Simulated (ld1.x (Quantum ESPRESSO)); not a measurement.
# An odd input for ld1.x (Quantum ESPRESSO) 7.5 (Br (Z = 35))

Command:

```bash
ld1.x < Br.in > Br.out
```

Input:

```
&input
   title='Br', zed=35., rel=2, dft='PBESOL', iswitch=3,
   config='[Ar] 3d10 4s2 4p3 4f-2', rel_dist='average',
   nld=7, rlderiv=0.85, eminld=-21.0, emaxld=5.0, deld=0.1
 /
 &inputp
   pseudotype=2, tm=.true., lloc=0,
   nlcc=.true., new_core_ps=.true.,
   file_pseudopw='Br.UPF', file_wfcaegen='ae.wfc', file_wfcncgen='nc.wfc', file_beta='beta', file_chi='chi'
 /
4
3P  2  1   6.00   0.00  0.60  0.60  0.0
3D  3  2  10.00   0.00  0.55  0.55  0.0
4F  4  3  -2.00   0.05  0.60  0.60  0.0
5S  1  0   2.00   0.00  0.75  0.75  0.0
 &test
   configts(1)='3s2 3p6 3d10 4s2 4p3'
 /
```

Output:

```
Program LD1 v.7.5

 %%%%%%%%%%%%%%%%%%%%%%%%%%%%%%%%%%%%%%%%%%%%%%%%%%%%%%%%%%%%%%%%%%%%%%%%%%%%%%
     Error in routine ld1_setup (7):
     no all electron for this ps
 %%%%%%%%%%%%%%%%%%%%%%%%%%%%%%%%%%%%%%%%%%%%%%%%%%%%%%%%%%%%%%%%%%%%%%%%%%%%%%

     stopping ...
```

Problem. This input was made by a single change from one that runs to its end. What was changed?

Solution. The change: label 3S replaced by a shell that config does not hold. The program refuses the input: "ld1_setup: no all electron for this ps".
